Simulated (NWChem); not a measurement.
Everything below was run with NWChem. System: HFSn, charge 0, spin multiplicity 1, at a geometry optimised with PBE/def2-SVP with def2 effective core potentials on Sn. The structure started from a generated list of species. Level: G0W0@PBE0/def2-TZVPD with def2 effective core potentials on Sn, RI basis def2-tzvpd-rifit, no spin-orbit coupling.

Job file:

```
start mol
memory heap 200 mb stack 700 mb global 1700 mb
geometry units angstroms nocenter noautoz
  Sn    -0.223050     0.195263     0.000000
  H      1.007231     1.535899     0.000000
  F      1.127253    -1.255447     0.000000
  symmetry group Cs
end
basis spherical
  * library def2-tzvpd
end
ecp
  Sn library def2-ecp
end
basis "ri basis" bse spherical
  * library def2-tzvpd-rifit
end
dft
  xc pbe0
  iterations 100
  direct
  tolerances tight
end
task dft energy
gw
  states alpha occ 4 vir 2
end
task dft gw
```

Part of the output:

```
             Northwest Computational Chemistry Package (NWChem) 7.3.0
             --------------------------------------------------------

                                NWChem Input Module
                                -------------------

 Scaling coordinates for geometry "geometry" by  1.889725989
 (inverse scale =  0.529177249)

 Turning off AUTOSYM since
 SYMMETRY directive was detected!

                             Geometry "geometry" -> ""
                             -------------------------

 Output coordinates in angstroms (scale by  1.889725989 to convert to a.u.)

  No.       Tag          Charge          X              Y              Z
 ---- ---------------- ---------- -------------- -------------- --------------
    1 Sn                  50.0000    -0.22305000     0.19526300     0.00000000
    2 H                    1.0000     1.00723100     1.53589900     0.00000000
    3 F                    9.0000     1.12725300    -1.25544700     0.00000000

 Effective nuclear repulsion energy (a.u.)     136.3987852053

            Nuclear Dipole moment (a.u.)
            ----------------------------
        X                 Y               Z
 ---------------- ---------------- ----------------
     0.0000151178     0.0000491329     0.0000000000

      Symmetry information
      --------------------

 Group name             Cs
 Group number              2
 Group order               2
 No. of unique centers     3

      Symmetry unique atoms

     1    2    3


 Summary of "ao basis" -> "" (spherical)
 ------------------------------------------------------------------------------
       Tag                 Description            Shells   Functions and Types
 ---------------- ------------------------------  ------  ---------------------
 *                         def2-tzvpd                 on all atoms

 Summary of "ri basis" -> "" (spherical)
 ------------------------------------------------------------------------------
       Tag                 Description            Shells   Functions and Types
 ---------------- ------------------------------  ------  ---------------------
[...]
           0.000000000000           0.000000000000         241.883700993800

     Multipole analysis of the density
     ---------------------------------

     L   x y z        total         alpha         beta         nuclear
     -   - - -        -----         -----         ----         -------
     0   0 0 0     -0.000000    -16.000000    -16.000000     32.000000

     1   1 0 0     -0.954777     -6.378443     -6.378443     11.802110
     1   0 1 0      0.691788      5.511780      5.511780    -10.331771
     1   0 0 1     -0.000000     -0.000000     -0.000000      0.000000

     2   2 0 0    -25.370828    -36.871049    -36.871049     48.371269
     2   1 1 0      0.712268     22.046828     22.046828    -43.381388
     2   1 0 1     -0.000000     -0.000000     -0.000000      0.000000
     2   0 2 0    -25.220147    -43.648190    -43.648190     62.076233
     2   0 1 1      0.000000      0.000000      0.000000      0.000000
     2   0 0 2    -19.434562     -9.717281     -9.717281      0.000000

 Task  times  cpu:       14.9s     wall:       14.9s

                                NWChem Input Module
                                -------------------

                                 NWChem GW Module
                                 ----------------

                             ***********************
                             ***        GW       ***
                             ***********************

 Summary of "ri basis" -> "ri basis" (spherical)
 ------------------------------------------------------------------------------
       Tag                 Description            Shells   Functions and Types
 ---------------- ------------------------------  ------  ---------------------
 Sn                     def2-tzvpd-rifit            42      200   10s9p9d7f4g3h
 H                      def2-tzvpd-rifit            10       24   5s3p2d
 F                      def2-tzvpd-rifit            26       92   9s7p5d4f1g

                 Memory Information
                 ------------------
          Available GA per process is          1699.9 MBs
          Available stack per process is        700.0 MBs
          Available heap per process is           0.1 MBs

          Peak memory in Initialization
              Peak GA per process is                  5.4 MBs
              Peak stack per process is               0.1 MBs
              Peak heap per process is                5.7 MBs
              Memory not in MA per process            0.0 MBs

          Peak memory in AFF Calculation
              Peak GA per process is                 23.4 MBs
              Peak stack per process is              15.5 MBs
              Peak heap per process is                0.0 MBs
              Memory not in MA per process           15.5 MBs

          Computing 2-center integrals
          Computing Inverse Cholesky factor
          Computing 3-center integrals
          Computing V_xc ...

          Computing Sigma_x
          Computing RPA polarizability
          Solving quasiparticle equations

                  Alpha Orbitals
          State     Energy (eV)     Error (eV)
          -----------------------------------
@GW        13        -12.691           0.005
@GW        14        -12.494           0.005
@GW        15        -12.239           0.005
@GW        16         -9.330           0.005
@GW        17         -0.933           0.004
@GW        18          0.926           0.004

   Applying  -2.1926 eV scissor-shift to rest of particle states

   Applying   2.0675 eV scissor-shift to rest of hole states

     GW Timing Statistics
   ------------------------
   Init.   :          0.2s
     ERIs  :          1.4s
     Distr.:          0.0s
     Vxc   :          1.9s
   Sigma_x :          0.0s
   RPA     :          0.9s
   Wmn     :          0.0s
   Sigma_c :          0.0s
   GW total:          4.5s

 Task  times  cpu:        4.5s     wall:        4.5s

 Total times  cpu:       19.4s     wall:       19.4s
```
